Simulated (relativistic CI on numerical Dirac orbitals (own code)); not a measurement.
# Forbidden lines of W39+

These numbers are calculated, not measured: Dirac-Coulomb-Breit CI, KLI orbitals optimised for each configuration, a model potential for QED, unscaled Slater integrals (own radial code, finite nucleus).

Configurations in the expansion (outside the closed core [Ar] 3d10): 4s²4p⁵, 4s4p⁶, 4s²4p⁴4d, 4s4p⁵4d, 4s²4p⁴4f, 4s4p⁵4f, 4p⁶4d, 4s4p⁴4d², 4s²4p³4d4f, 4p⁶4f, 4p⁵4d4f, 4p⁵4d², 4p⁴4d³, 4p⁴4d²4f. Double excitations out of closed p, d and f shells are left out; levels of such configurations are missing from the list, as are those of other unlisted configurations, and high levels can miss mixing partners.

| λ vac (nm) | Lower | Upper | Type | A (s⁻¹) | log gf |
| --- | --- | --- | --- | --- | --- |
| 7.3791 | 4s²4p⁵ ²P°3/2 [1] | 4s²4p⁴4d ²F7/2 [8] | M2 | 9.65e+03 | -7.20 |
| 7.4872 | 4s²4p⁴4f ⁴G°11/2 [42] | 4s²4p³4d4f ⁴I15/2 [150] | M2 | 5.31e+03 | -7.15 |
| 8.1217 | 4s²4p⁵ ²P°3/2 [1] | 4s²4p⁴4d ²F7/2 [6] | E3 | 2.49e+01 | -9.71 |
| 8.1217 | 4s²4p⁵ ²P°3/2 [1] | 4s²4p⁴4d ²F7/2 [6] | M2 | 1.04e+02 | -9.08 |
| 12.030 | 4s²4p⁴4d ²F7/2 [8] | 4s²4p⁴4d ²F7/2 [27] | M1 | 8.54e+05 | -4.83 |
| 12.211 | 4s²4p⁴4d ⁴F9/2 [10] | 4s²4p⁴4d ²F7/2 [27] | M1 | 2.67e+06 | -4.32 |
| 12.834 | 4s²4p⁴4d ²F7/2 [8] | 4s²4p⁴4d ²G9/2 [24] | E2 | 9.43e+04 | -5.63 |
| 12.834 | 4s²4p⁴4d ²F7/2 [8] | 4s²4p⁴4d ²G9/2 [24] | M1 | 7.08e+05 | -4.76 |
| 12.959 | 4s²4p⁴4d ⁴D5/2 [5] | 4s²4p⁴4d ²G7/2 [18] | E2 | 7.82e+04 | -5.80 |
| 12.959 | 4s²4p⁴4d ⁴D5/2 [5] | 4s²4p⁴4d ²G7/2 [18] | M1 | 4.97e+05 | -5.00 |
| 13.040 | 4s²4p⁴4d ⁴F9/2 [10] | 4s²4p⁴4d ²G9/2 [24] | E2 | 1.36e+05 | -5.46 |
| 13.040 | 4s²4p⁴4d ⁴F9/2 [10] | 4s²4p⁴4d ²G9/2 [24] | M1 | 3.06e+06 | -4.11 |
| 13.348 | 4s²4p⁴4d ²F7/2 [6] | 4s²4p⁴4d ²G7/2 [18] | E2 | 1.37e+05 | -5.53 |
| 13.348 | 4s²4p⁴4d ²F7/2 [6] | 4s²4p⁴4d ²G7/2 [18] | M1 | 3.05e+06 | -4.19 |
| 13.361 | 4s²4p⁵ ²P°3/2 [1] | 4s²4p⁵ ²P°1/2 [2] | E2 | 3.36e+05 | -5.75 |
| 13.361 | 4s²4p⁵ ²P°3/2 [1] | 4s²4p⁵ ²P°1/2 [2] | M1 | 7.35e+06 | -4.41 |
| 13.786 | 4s²4p⁴4d ²F7/2 [8] | 4s²4p⁴4d ⁴D7/2 [19] | M1 | 2.12e+06 | -4.32 |
| 14.008 | 4s²4p⁴4d ²D5/2 [11] | 4s²4p⁴4d ²F7/2 [27] | E2 | 1.04e+05 | -5.61 |
| 14.008 | 4s²4p⁴4d ²D5/2 [11] | 4s²4p⁴4d ²F7/2 [27] | M1 | 7.33e+05 | -4.76 |
| 14.024 | 4s²4p⁴4d ⁴F9/2 [10] | 4s²4p⁴4d ⁴D7/2 [19] | M1 | 2.91e+06 | -4.16 |
| 15.441 | 4s²4p⁴4d ²D5/2 [13] | 4s²4p⁴4d ²F7/2 [27] | M1 | 1.87e+05 | -5.27 |
| 16.447 | 4s²4p⁴4d ²D5/2 [11] | 4s²4p⁴4d ⁴D7/2 [19] | M1 | 4.00e+05 | -4.89 |
| 18.459 | 4s²4p⁴4d ²D5/2 [13] | 4s²4p⁴4d ⁴D7/2 [19] | M1 | 1.50e+06 | -4.21 |
| 58.397 | 4s4p⁴4d² ⁶G13/2 [106] | 4s²4p³4d4f ⁴I15/2 [150] | M1 | 5.02e+03 | -5.39 |
| 68.291 | 4s²4p⁴4d ⁴D5/2 [5] | 4s²4p⁴4d ²F7/2 [8] | M1 | 2.53e+04 | -4.85 |
| 73.423 | 4s²4p⁴4d ²F7/2 [6] | 4s²4p⁴4d ⁴F9/2 [10] | M1 | 2.95e+04 | -4.62 |
| 80.705 | 4s²4p⁴4d ²F7/2 [6] | 4s²4p⁴4d ²F7/2 [8] | M1 | 8.02e+03 | -5.20 |
| 101.36 | 4s²4p³4d4f ⁴I13/2 [120] | 4s²4p³4d4f ⁴I15/2 [150] | M1 | 2.22e+04 | -4.26 |
| 443.96 | 4s²4p⁴4d ⁴D5/2 [5] | 4s²4p⁴4d ²F7/2 [6] | M1 | 9.05e+01 | -5.67 |

Terms are leading LS components. Brackets give the number of a level in order of energy, since labels repeat. The list gives strong lines, with weight on those to low levels, among the lowest 200 of 2245 levels, so that lines to higher ones, which can be the strongest, are missing. Levels whose partners in the same complex of configurations lie outside the list can be far off, and so can their lines. Rates are taken at the computed energies, electric ones in the length gauge.

At this charge energies of transitions that change n are usually good to better than 1 %, and those within a shell (Δn = 0) to a few per cent.

LS names give the leading component of a level, which can be under half, so a name can repeat, a term be missing and a line seem to break the LS rules.
